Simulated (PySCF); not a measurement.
## Ce(NO2)4: from a saddle point downhill

PySCF 2.14.0, RKS PBE, Ce lcecp-2-SVP with ECP46, O def2-SVP, N def2-SVP; non-relativistic Hamiltonian with scalar-relativistic core potentials where named; density fitting; no spin-orbit coupling. Relaxed within the symmetry of its start, the geometry (D2d) is

```xyz
13

Ce    0.0000    0.0000    0.0000
O     1.4132    0.4327    1.9185
O     1.4132    1.9185    0.4327
N     1.9513    1.5147    1.5147
O    -1.4132   -0.4327    1.9185
O    -1.4132   -1.9185    0.4327
N    -1.9513   -1.5147    1.5147
O     1.4132   -1.9185   -0.4327
O     1.4132   -0.4327   -1.9185
N     1.9513   -1.5147   -1.5147
O    -1.4132    1.9185   -0.4327
O    -1.4132    0.4327   -1.9185
N    -1.9513    1.5147   -1.5147
```

and its lowest harmonic modes are -134, -123, -123, -99, -85, -83 cm⁻¹ (negative: unstable). It was moved along the lowest mode and relaxed again, within the group S4 that the move left.

Problem. Where does it end, and how much lower?

Solution. In S4, 0.529 eV lower, after 24 steps:
```xyz
13

Ce   -0.0003    0.0000    0.0000
O     0.4992    0.9556    2.2177
O     1.7899    1.3899    0.6161
N     1.5860    1.5039    1.8804
O    -1.7891   -0.6178    1.3904
O    -0.5002   -2.2197    0.9520
N    -1.5857   -1.8826    1.5028
O     1.7899   -1.3899   -0.6161
O     0.4992   -0.9556   -2.2177
N     1.5860   -1.5039   -1.8804
O    -0.5002    2.2197   -0.9520
O    -1.7891    0.6178   -1.3904
N    -1.5857    1.8826   -1.5028
```

Problem. How do the contacts change?

Solution. 
| contact | saddle (Å) | end (Å) |
| --- | --- | --- |
| Ce1–O2 (NO2) | 2.422 | 2.466 |
| Ce1–O5 (NO2) | 2.422 | 2.348 |
| Ce1–O8 (NO2) | 2.422 | 2.349 |
| Ce1–O11 (NO2) | 2.422 | 2.466 |
| Ce1–O3 (NO2) | 2.422 | 2.349 |
| Ce1–O12 (NO2) | 2.422 | 2.348 |


Problem. Is the end a minimum?

Solution. Probably not: 3 of the modes stay unstable (below −25 cm⁻¹), though so soft as to be near the noise; lowest modes -56, -56, -47, 36, 69, 103 cm⁻¹.

State: singlet in the valence, with the 4f electrons in the core potential.
